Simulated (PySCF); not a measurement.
BeH3ISi. Atoms are numbered in the order given.

```xyz
6

Be     0.0000     0.0000     1.0348
I      0.0000     0.0000    -1.1377
Si     0.0000     0.0000     3.2065
H     -1.1968    -0.6910     3.7558
H      0.0000     1.3819     3.7558
H      1.1968    -0.6910     3.7558
```

Coordinates come from a B3LYP-D3(BJ)/def2-TZVP optimisation. The def2 effective core potentials stand for the cores of I; spin–orbit coupling is left out.

These are B3LYP-D3(BJ)/def2-TZVP (PySCF 2.14.0) values and carry that method's errors.

Frequencies are harmonic and unscaled.

Modes within 1.5 cm⁻¹ of each other (mostly degenerate sets) share a row, with their intensities summed.

Computed vibrational spectrum:
```json
[
 {"mode": "1–2", "ν (cm⁻¹)": "149", "IR (km/mol)": "26.6", "Raman (Å⁴/amu)": "0.9", "depolarisation": "0.75", "moving atoms (share of kinetic energy)": "Be 76 %, H 21 %"},
 {"mode": "3", "ν (cm⁻¹)": "236", "IR (km/mol)": "5.1", "Raman (Å⁴/amu)": "14.5", "depolarisation": "0.15", "moving atoms (share of kinetic energy)": "Si 69 %, I 22 %"},
 {"mode": "4–5", "ν (cm⁻¹)": "485", "IR (km/mol)": "4.7", "Raman (Å⁴/amu)": "0.6", "depolarisation": "0.75", "moving atoms (share of kinetic energy)": "H 74 %, Be 16 %, Si 10 %"},
 {"mode": "6", "ν (cm⁻¹)": "831", "IR (km/mol)": "300.6", "Raman (Å⁴/amu)": "0.4", "depolarisation": "0.32", "moving atoms (share of kinetic energy)": "Be 80 %, H 17 %"},
 {"mode": "7", "ν (cm⁻¹)": "891", "IR (km/mol)": "104.1", "Raman (Å⁴/amu)": "2.1", "depolarisation": "0.73", "moving atoms (share of kinetic energy)": "H 75 %, Si 12 %, Be 12 %"},
 {"mode": "8–9", "ν (cm⁻¹)": "950", "IR (km/mol)": "78.9", "Raman (Å⁴/amu)": "28.0", "depolarisation": "0.75", "moving atoms (share of kinetic energy)": "H 98 %"},
 {"mode": "10", "ν (cm⁻¹)": "2194", "IR (km/mol)": "61.6", "Raman (Å⁴/amu)": "299.7", "depolarisation": "0.00", "moving atoms (share of kinetic energy)": "H 99 %"},
 {"mode": "11–12", "ν (cm⁻¹)": "2198", "IR (km/mol)": "183.7", "Raman (Å⁴/amu)": "264.5", "depolarisation": "0.75", "moving atoms (share of kinetic energy)": "H 96 %"}
]
```
